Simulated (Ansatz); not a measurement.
Molecule: InBr, net charge 0, singlet state. 
Geometry from a B3LYP-D3(BJ)/def2-TZVP (Ansatz, a quantum-chemistry and plane-wave program) optimisation:
```
In
Br 1 2.5957
```

Quantity: vertical ionisation energy (to the doublet state of charge +1; each state is the SCF solution reached for its spin), in eV. Correlated levels leave the core frozen unless marked. UHF or UKS for open shells. Spin-orbit coupling is left out. Frozen are the shells of the preceding noble gas and the d and f shells that filled before the atom's block. Past Kr the def2 sets carry scalar-relativistic core potentials. Basis-set limits of correlation are two-point, X^-3; Hartree-Fock from the larger set.

| level | program | vertical ionisation energy (eV) |
|---|---|---|
| SVWN5/def2-TZVPD | Ansatz | 9.54 |
| PBE/def2-TZVPD | Ansatz | 9.23 |
| r2SCAN/def2-TZVPD | Ansatz | 9.30 |
| B3LYP/def2-TZVPD | Ansatz | 9.34 |
| PBE0/def2-TZVPD | Ansatz | 9.24 |
| BHLYP/def2-TZVPD | Ansatz | 9.21 |
| CAM-B3LYP/def2-TZVPD | Ansatz | 9.38 |

Estimate the value at CCSD(T)/CBS(def2-TZVPPD,def2-QZVPPD) as computed with Ansatz.

9.17 eV
